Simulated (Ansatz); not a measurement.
`c1cc2ccc3ccc4cncc(c2c1)c34`. Charge 0, multiplicity 1. Geometry r2SCAN-D4/def2-SVP.

```xyz
25

C    -0.522    0.345   -3.655
C    -0.946    1.440   -2.921
C    -0.688    1.177   -1.540
C    -0.993    2.073   -0.530
C    -0.803    1.966    0.869
C    -0.252    0.904    1.561
C    -0.082    0.849    3.012
C     0.492   -0.340    3.360
C     0.719   -1.115    2.143
C     1.264   -2.367    1.925
N     1.373   -2.886    0.677
C     0.949   -2.176   -0.347
C     0.362   -0.861   -0.272
C    -0.062   -0.187   -1.466
C     0.017   -0.647   -2.774
C     0.259   -0.344    1.032
H    -0.583    0.241   -4.741
H    -1.399    2.356   -3.302
H    -1.451    3.010   -0.870
H    -1.131    2.824    1.468
H    -0.378    1.654    3.686
H     0.744   -0.673    4.368
H     1.629   -2.992    2.749
H     1.061   -2.644   -1.332
H     0.420   -1.606   -3.100
```

B3LYP takes the VWN-RPA correlation. The restricted singlet is unstable towards broken spin symmetry in Hartree–Fock (as tested in another run); at HF/STO-3G this wasn't settled.

Problem. Estimate the orbital energies around the gap (eV) in Ansatz with HF/STO-3G, PBE-D4/def2-TZVP, B3LYP-D4/6-31G, PBE0-D4/def2-SVP, PBE0-D4/def2-TZVP.

Solution. 
```json
{"orbital": "HOMO−5", "HF/STO-3G": "-9.56", "PBE-D4/def2-TZVP": "-7.76", "B3LYP-D4/6-31G": "-8.44", "PBE0-D4/def2-SVP": "-8.89", "PBE0-D4/def2-TZVP": "-8.90"}
{"orbital": "HOMO−4", "HF/STO-3G": "-9.31", "PBE-D4/def2-TZVP": "-7.52", "B3LYP-D4/6-31G": "-8.21", "PBE0-D4/def2-SVP": "-8.65", "PBE0-D4/def2-TZVP": "-8.64"}
{"orbital": "HOMO−3", "HF/STO-3G": "-8.96", "PBE-D4/def2-TZVP": "-6.26", "B3LYP-D4/6-31G": "-6.75", "PBE0-D4/def2-SVP": "-7.37", "PBE0-D4/def2-TZVP": "-7.50"}
{"orbital": "HOMO−2", "HF/STO-3G": "-7.14", "PBE-D4/def2-TZVP": "-5.91", "B3LYP-D4/6-31G": "-6.72", "PBE0-D4/def2-SVP": "-7.16", "PBE0-D4/def2-TZVP": "-7.15"}
{"orbital": "HOMO−1", "HF/STO-3G": "-6.18", "PBE-D4/def2-TZVP": "-5.71", "B3LYP-D4/6-31G": "-6.15", "PBE0-D4/def2-SVP": "-6.55", "PBE0-D4/def2-TZVP": "-6.55"}
{"orbital": "HOMO", "HF/STO-3G": "-5.42", "PBE-D4/def2-TZVP": "-5.13", "B3LYP-D4/6-31G": "-5.51", "PBE0-D4/def2-SVP": "-5.92", "PBE0-D4/def2-TZVP": "-5.92"}
{"orbital": "LUMO", "HF/STO-3G": "2.65", "PBE-D4/def2-TZVP": "-3.84", "B3LYP-D4/6-31G": "-3.04", "PBE0-D4/def2-SVP": "-3.20", "PBE0-D4/def2-TZVP": "-3.22"}
{"orbital": "LUMO+1", "HF/STO-3G": "5.15", "PBE-D4/def2-TZVP": "-2.21", "B3LYP-D4/6-31G": "-1.21", "PBE0-D4/def2-SVP": "-1.39", "PBE0-D4/def2-TZVP": "-1.45"}
{"orbital": "LUMO+2", "HF/STO-3G": "6.55", "PBE-D4/def2-TZVP": "-1.50", "B3LYP-D4/6-31G": "-0.39", "PBE0-D4/def2-SVP": "-0.51", "PBE0-D4/def2-TZVP": "-0.56"}
{"orbital": "LUMO+3", "HF/STO-3G": "8.39", "PBE-D4/def2-TZVP": "-0.76", "B3LYP-D4/6-31G": "0.53", "PBE0-D4/def2-SVP": "0.43", "PBE0-D4/def2-TZVP": "0.29"}
{"orbital": "LUMO+4", "HF/STO-3G": "11.01", "PBE-D4/def2-TZVP": "0.58", "B3LYP-D4/6-31G": "2.26", "PBE0-D4/def2-SVP": "1.81", "PBE0-D4/def2-TZVP": "1.38"}
{"orbital": "LUMO+5", "HF/STO-3G": "11.54", "PBE-D4/def2-TZVP": "0.68", "B3LYP-D4/6-31G": "2.34", "PBE0-D4/def2-SVP": "2.10", "PBE0-D4/def2-TZVP": "1.82"}
```
